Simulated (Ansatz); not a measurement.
cyclo-(H2SiNH)2 (Si2N2H6). Charge 0, multiplicity 1. Geometry PBE-D4/def2-SVP, basis def2-TZVP, Ansatz.

```xyz
10

Si    0.459   -0.580   -1.042
H    -0.345   -1.096   -2.211
H     1.909   -0.881   -1.338
N     0.145    1.080   -0.538
Si   -0.459    0.580    1.042
H    -1.909    0.881    1.338
H     0.345    1.096    2.211
N    -0.145   -1.080    0.538
H     0.604    1.945   -0.818
H    -0.604   -1.945    0.817
```

```csv
run,HOMO (eV),LUMO (eV)
A,-10.52,2.58
B,-6.00,-1.26
C,-8.66,0.57
D,-7.30,-0.40
E,-9.56,1.24
F,-6.90,-0.77
```

HSE06 is defined as in plane-wave codes, on full-range PBE exchange.

The runs used CAM-B3LYP, HF, HSE06, PBE, PBE0, ωB97M-V. Estimate which is which.

A HF (100 % exact exchange); B PBE (0 % exact exchange); C CAM-B3LYP (range-separated); D PBE0 (25 % exact exchange); E ωB97M-V (range-separated); F HSE06 (range-separated). Exact exchange lowers occupied and raises empty levels; among semilocal functionals meta-GGAs tend to open the gap a little, and such runs are hard to tell apart. The gap grows from 4.74 eV (PBE) to 13.10 eV (HF).
